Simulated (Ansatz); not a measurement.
Cost and result up the ladder for `C[Si](C)(C)O[Si](C)(C)O[Si](C)(C)O[Si](C)(C)O[Si](C)(C)O[Si](C)(C)O[Si](C)(C)O[Si](C)(C)O[Si](C)(C)O[Si](C)(C)C` (107 atoms). Charge 0, multiplicity 1. Geometry: r2SCAN-D4/def2-SVP.

Cartesian coordinates in Å:
```
C -0.441 6.834 6.413
Si 0.447 5.353 7.149
C 2.247 5.766 7.476
C -0.401 4.768 8.711
O 0.375 4.082 6.060
Si 0.535 3.667 4.457
C -0.989 4.190 3.521
C 2.099 4.409 3.757
O 0.663 2.007 4.416
Si 0.916 0.834 5.590
C 2.424 1.287 6.593
C -0.616 0.650 6.629
O 1.199 -0.587 4.781
Si 1.672 -1.074 3.260
C 3.148 -0.059 2.725
C 2.020 -2.899 3.336
O 0.425 -0.850 2.189
Si -0.591 0.225 1.422
C -2.000 0.683 2.546
C 0.397 1.695 0.827
O -1.207 -0.576 0.104
Si -0.794 -1.873 -0.858
C 1.045 -1.842 -1.181
C -1.366 -3.449 -0.053
O -1.616 -1.683 -2.294
Si -1.812 -0.459 -3.412
C -3.025 -1.066 -4.686
C -2.358 1.101 -2.552
O -0.339 -0.142 -4.116
Si 0.719 -0.360 -5.373
C 1.453 1.298 -5.794
C 2.003 -1.623 -4.879
O -0.105 -0.900 -6.718
Si -0.518 -2.354 -7.409
C 0.893 -2.967 -8.468
C -2.079 -2.113 -8.398
O -0.774 -3.429 -6.173
Si -1.266 -4.897 -5.544
C -3.117 -5.071 -5.795
C -0.356 -6.269 -6.447
C -0.836 -4.872 -3.725
H 0.047 7.175 5.484
H -1.489 6.588 6.171
H -0.451 7.686 7.112
H 2.790 4.892 7.873
H 2.759 6.086 6.553
H 2.344 6.582 8.211
H -1.451 4.501 8.512
H -0.392 5.545 9.494
H 0.101 3.875 9.119
H -1.078 5.289 3.495
H -1.894 3.789 4.004
H -0.972 3.827 2.481
H 2.065 5.511 3.763
H 2.264 4.088 2.715
H 2.974 4.094 4.348
H 2.259 2.234 7.133
H 3.302 1.416 5.939
H 2.666 0.505 7.332
H -1.475 0.365 6.001
H -0.854 1.602 7.129
H -0.489 -0.127 7.400
H 4.011 -0.229 3.390
H 3.460 -0.301 1.696
H 2.902 1.016 2.761
H 2.831 -3.125 4.047
H 2.310 -3.292 2.348
H 1.120 -3.441 3.666
H -2.727 1.334 2.033
H -1.620 1.214 3.432
H -2.530 -0.224 2.879
H 0.856 2.221 1.678
H -0.236 2.411 0.276
H 1.204 1.369 0.150
H 1.609 -1.913 -0.236
H 1.355 -2.674 -1.834
H 1.324 -0.902 -1.684
H -1.110 -4.333 -0.658
H -0.896 -3.556 0.938
H -2.459 -3.434 0.087
H -3.171 -0.319 -5.482
H -4.004 -1.287 -4.231
H -2.641 -1.988 -5.151
H -3.266 0.930 -1.953
H -2.562 1.905 -3.278
H -1.568 1.447 -1.866
H 2.186 1.217 -6.613
H 1.958 1.743 -4.922
H 0.661 1.993 -6.117
H 2.740 -1.781 -5.683
H 1.514 -2.588 -4.667
H 2.550 -1.312 -3.974
H 1.791 -3.145 -7.855
H 1.155 -2.234 -9.249
H 0.637 -3.915 -8.968
H -1.944 -1.330 -9.162
H -2.913 -1.808 -7.747
H -2.372 -3.042 -8.915
H -3.383 -5.018 -6.864
H -3.665 -4.270 -5.273
H -3.484 -6.036 -5.407
H -0.611 -6.282 -7.520
H -0.610 -7.260 -6.034
H 0.735 -6.140 -6.363
H -1.281 -3.983 -3.247
H 0.256 -4.824 -3.578
H -1.208 -5.770 -3.204
```

Ansatz on 11 threads of AMD EPYC 7R13 on a shared host and a whole NVIDIA H100 80GB HBM3. Times are rough, and most runs start from the orbitals of an earlier one. PBE0-D4/def2-TZVP serves as the yardstick here, not as an exact answer. Differences are given only for rows in sets of like size (and for xTB, whose basis is part of the method), since another set adds its own error. Binding counts from free atoms at the same level (C triplet, Si triplet, O triplet, H doublet; other spins of the atoms weren't run), without zero-point energy or a counterpoise term.

B3LYP takes the VWN-RPA correlation. Correlated methods freeze 81 core orbitals. The rows differ in basis, and correlated rows in double-zeta sets carry the largest basis error. Single mean-field runs in 6-31G, def2-SVP, def2-TZVP are fitted with def2-universal-jkfit.

Correlated methods converge slowly with the basis, most of all in double-zeta sets.

```csv
level,functions,wall time,binding energy per atom (eV),difference from PBE0-D4/def2-TZVP (eV)
HF/6-31G,541,3.7 s,2.93,–
HF/STO-3G,311,4.4 s,3.82,–
B3LYP-D4/6-31G,541,6 s,4.02,–
PBE0-D4/def2-SVP,944,7.5 s,4.24,–
PBE-D4/def2-SVP,944,8 s,4.29,–
MP2/def2-SVP,944,12 s,4.06,–
PBE0-D4/def2-TZVP,1727,14 s,4.24,0.00
r2SCAN-D4/def2-TZVP (with forces),1727,14 s,4.26,0.01
B97M-V/def2-TZVP,1727,16 s,4.25,0.01
PBE-D4/def2-TZVP (with forces),1727,18 s,4.29,0.04
```
